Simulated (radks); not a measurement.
Task: The mean radii <r> (bohr) of the occupied orbitals of an atom or ion are listed with their occupations. All-electron calculation, non-relativistic Kohn-Sham, LB94 model potential, spin-polarised, spherical densities, point nucleus. Program: a radial shooting solver on a logarithmic mesh with Libxc functionals.

orbital  occ.      <r>
1s down     1  0.01965
1s up       1  0.01965
2s up       1  0.08276
2s down     1  0.08276
2p up       3  0.06994
2p down     3  0.06994
3s down     1   0.2067
3s up       1   0.2067
3p up       3   0.1967
3p down     3   0.1968
3d up       5   0.1717
3d down     5   0.1717
4s up       1   0.4118
4s down     1   0.4117
4p up       3   0.4081
4p down     3   0.4080
4d up       1   0.3954

Name the element and its charge. Open shells, if any, are filled with parallel spins first.

Result: Z = 77, iridium, charge +40: Ir40+ in [Kr] 4d1. The 1s radius gives Z: for a bare nucleus <r> = 1.5/Z, 0.01948 bohr for Z = 77, and screening makes it slightly larger (0.01965 here). The occupations add up to 37, and the charge is Z minus that.
